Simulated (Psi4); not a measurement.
HAl (SMILES [AlH]), singlet, geometry from GFN2-xTB (such geometries of metal compounds can be far from the true shape); REVPBE/def2-SV(P) run with Psi4.

Here is a job for Psi4.
```
memory 2 GB

molecule mol {
0 1
  Al   -0.000000   -0.000000   -0.115220
  H     0.000000    0.000000    1.497855
}

set basis def2-sv(p)
set reference rks

energy('revpbe')
print_variables()
```

Predict the main parts of the log of this Psi4 run.


```
   => Loading Basis Set <=

    Name: DEF2-SV(P)
    Role: ORBITAL
    Keyword: BASIS

         ---------------------------------------------------------
                                   SCF
               by Justin Turney, Rob Parrish, Andy Simmonett
                          and Daniel G. A. Smith
                              RKS Reference
         ---------------------------------------------------------

  ==> Geometry <==

    Molecular point group: c2v
    Full point group: C_inf_v

    Geometry (in Angstrom), charge = 0, multiplicity = 1:

       Center              X                  Y                   Z               Mass
    ------------   -----------------  -----------------  -----------------  -----------------
         AL           0.000000000000     0.000000000000    -0.058082684169    26.981538530000
         H            0.000000000000     0.000000000000     1.554992315831     1.007825032230

  Running in c2v symmetry.

  Rotational constants: A = ************  B =      6.66851  C =      6.66851 [cm^-1]
  Rotational constants: A = ************  B = 199916.78113  C = 199916.78113 [MHz]
  Nuclear repulsion =    4.264714125945788

  Charge       = 0
  Multiplicity = 1
  Electrons    = 14
  Nalpha       = 7
  Nbeta        = 7

  ==> Algorithm <==

  SCF Algorithm Type is DF.
  DIIS enabled.
  MOM disabled.
  Fractional occupation disabled.
  Guess Type is SAD.
  Energy threshold   = 1.00e-06
  Density threshold  = 1.00e-06
  Integral threshold = 1.00e-12

  ==> Primary Basis <==

  Basis Set: DEF2-SV(P)
    Blend: DEF2-SV(P)
    Number of shells: 10
    Number of basis functions: 20
    Number of Cartesian functions: 21
    Spherical Harmonics?: true
    Max angular momentum: 2

  ==> DFT Potential <==

   => LibXC <=

    Version 7.1.2
    S. Lehtola, C. Steigemann, M. J. T. Oliveira, and M. A. L. Marques,  SoftwareX 7, 1–5 (2018) (10.1016/j.softx.2017.11.002)

   => Composite Functional: REVPBE <=

    revPBE GGA Exchange-Correlation Functional

    Y. Zhang and W. Yang, Phys. Rev. Lett. 80, 890, 1998

    Deriv               =              1
    GGA                 =           TRUE
    Meta                =          FALSE

    Exchange Hybrid     =          FALSE
    MP2 Hybrid          =          FALSE

   => Exchange Functionals <=

    1.0000   XC_GGA_X_PBE_R

   => Correlation Functionals <=

    1.0000     XC_GGA_C_PBE

   => LibXC Density Thresholds  <==

    XC_GGA_C_PBE:  1.00E-12
    XC_GGA_X_PBE_R:  1.00E-15

   => Molecular Quadrature <=

    Radial Scheme          =       TREUTLER
    Pruning Scheme         =           NONE
    Nuclear Scheme         =       TREUTLER

    Blocking Scheme        =         OCTREE
    BS radius alpha        =              1
    Pruning alpha          =              1
    Radial Points          =             75
    Spherical Points       =            302
    Total Points           =          43421
    Total Blocks           =            397
    Max Points             =            255
    Max Functions          =             20
    Weights Tolerance      =       1.00E-15

   => Loading Basis Set <=

    Name: (DEF2-SV(P) AUX)
    Role: JKFIT
    Keyword: DF_BASIS_SCF

  ==> Integral Setup <==

  SCF_SUBTYPE=INCORE selected. In-core MEM_DF algorithm will be used.
  Using in-core AOs.

  ==> MemDFJK: Density-Fitted J/K Matrices <==

    J tasked:                   Yes
    K tasked:                    No
    wK tasked:                   No
    Algorithm:                 Core
    Schwarz Cutoff:           1E-12
    Mask sparsity (%):       0.0000
    Fitting Condition:        1E-10

   => Auxiliary Basis Set <=

  Basis Set: (DEF2-SV(P) AUX)
    Blend: DEF2-UNIVERSAL-JKFIT
    Number of shells: 44
    Number of basis functions: 146
    Number of Cartesian functions: 175
    Spherical Harmonics?: true
    Max angular momentum: 4

  Minimum eigenvalue in the overlap matrix is 6.1348794524E-02.
  Reciprocal condition number of the overlap matrix is 1.9870004560E-02.
    Using symmetric orthogonalization.

  ==> Pre-Iterations <==

  SCF Guess: Superposition of Atomic Densities via on-the-fly atomic UHF (no occupation information).

   -------------------------
    Irrep   Nso     Nmo
   -------------------------
     A1        11      11
     A2         1       1
     B1         4       4
     B2         4       4
   -------------------------
    Total      20      20
   -------------------------

  ==> Iterations <==

                           Total Energy        Delta E     RMS |[F,P]|

   @DF-RKS iter SAD:  -242.53686825328452   -2.42537e+02   0.00000e+00
   @DF-RKS iter   1:  -242.81327663781161   -2.76408e-01   1.22769e-02 DIIS/ADIIS
   @DF-RKS iter   2:  -242.82624208719716   -1.29654e-02   7.96550e-03 DIIS/ADIIS
   @DF-RKS iter   3:  -242.83895081342450   -1.27087e-02   1.52616e-03 DIIS/ADIIS
   @DF-RKS iter   4:  -242.83946635319526   -5.15540e-04   1.38919e-04 DIIS/ADIIS
   @DF-RKS iter   5:  -242.83946886802983   -2.51483e-06   2.26860e-05 DIIS
   @DF-RKS iter   6:  -242.83946897639700   -1.08367e-07   1.13340e-06 DIIS
   @DF-RKS iter   7:  -242.83946897672814   -3.31141e-10   7.92174e-08 DIIS
  Energy and wave function converged.

  ==> Post-Iterations <==

   Electrons on quadrature grid:
      Ntotal   =   13.9999999323 ; deviation = -6.771e-08

    Orbital Energies [Eh]
    ---------------------

    Doubly Occupied:

       1A1   -55.397454     2A1    -3.943966     1B2    -2.547672
       1B1    -2.547672     3A1    -2.537629     4A1    -0.328194
       5A1    -0.176966

    Virtual:

       2B2    -0.090352     2B1    -0.090352     6A1     0.051042
       7A1     0.088465     8A1     0.274920     3B2     0.293499
       3B1     0.293499     4B2     0.389400     4B1     0.389400
       9A1     0.392610     1A2     0.392610    10A1     0.474278
      11A1     0.724147

    Final Occupation by Irrep:
             A1    A2    B1    B2
    DOCC [     5,    0,    1,    1 ]
    NA   [     5,    0,    1,    1 ]
    NB   [     5,    0,    1,    1 ]

  @DF-RKS Final Energy:  -242.83946897672814

   => Energetics <=

    Nuclear Repulsion Energy =              4.2647141259457877
    One-Electron Energy =                -345.7456840576153354
    Two-Electron Energy =                 117.5337938887002309
    DFT Exchange-Correlation Energy =     -18.8922929337588101
    Empirical Dispersion Energy =           0.0000000000000000
    VV10 Nonlocal Energy =                  0.0000000000000000
    Total Energy =                       -242.8394689767281420

Computation Completed

Properties will be evaluated at   0.000000,   0.000000,   0.000000 [a0]

Properties computed using the SCF density matrix

 Multipole Moments:

 ------------------------------------------------------------------------------------
     Multipole            Electronic (a.u.)      Nuclear  (a.u.)        Total (a.u.)
 ------------------------------------------------------------------------------------

 L = 1.  Multiply by 2.5417464519 to convert [e a0] to [Debye]
 Dipole X            :          0.0000000            0.0000000            0.0000000
 Dipole Y            :          0.0000000            0.0000000            0.0000000
 Dipole Z            :         -1.3955157            1.5116248            0.1161092
 Magnitude           :                                                    0.1161092

 ------------------------------------------------------------------------------------

  Variable Map:
  ----------------------------------------------------------------------------
  "CURRENT ENERGY"              =>    -242.839468976728
  "CURRENT REFERENCE ENERGY"    =>    -242.839468976728
  "DD SOLVATION ENERGY"         =>       0.000000000000
  "DFT FUNCTIONAL TOTAL ENERGY" =>    -242.839468976728
  "DFT TOTAL ENERGY"            =>    -242.839468976728
  "DFT VV10 ENERGY"             =>       0.000000000000
  "DFT XC ENERGY"               =>     -18.892292933759
  "GRID ELECTRONS ALPHA"        =>       6.999999966143
  "GRID ELECTRONS BETA"         =>       6.999999966143
  "GRID ELECTRONS TOTAL"        =>      13.999999932287
  "NUCLEAR REPULSION ENERGY"    =>       4.264714125946
  "ONE-ELECTRON ENERGY"         =>    -345.745684057615
  "PCM POLARIZATION ENERGY"     =>       0.000000000000
  "PE ENERGY"                   =>       0.000000000000
  "SCF ITERATION ENERGY"        =>    -242.839468976728
  "SCF ITERATIONS"              =>       7.000000000000
  "SCF TOTAL ENERGY"            =>    -242.839468976728
  "TWO-ELECTRON ENERGY"         =>     117.533793888700
  "XC GRID RADIAL POINTS"       =>      75.000000000000
  "XC GRID SPHERICAL POINTS"    =>     302.000000000000
  "XC GRID TOTAL POINTS"        =>   43421.000000000000

  Array Variable Map:
  ----------------------------------------------------------------------------
  "CURRENT DIPOLE"              =>       0.000000000000 ... 0.116109199650 1 by 3
  "SCF DIPOLE"                  =>       0.000000000000 ... 0.116109199650 1 by 3
  "SCF TOTAL ENERGIES"          =>    -242.536868253285 ... -242.839468976728 1 by 8
```
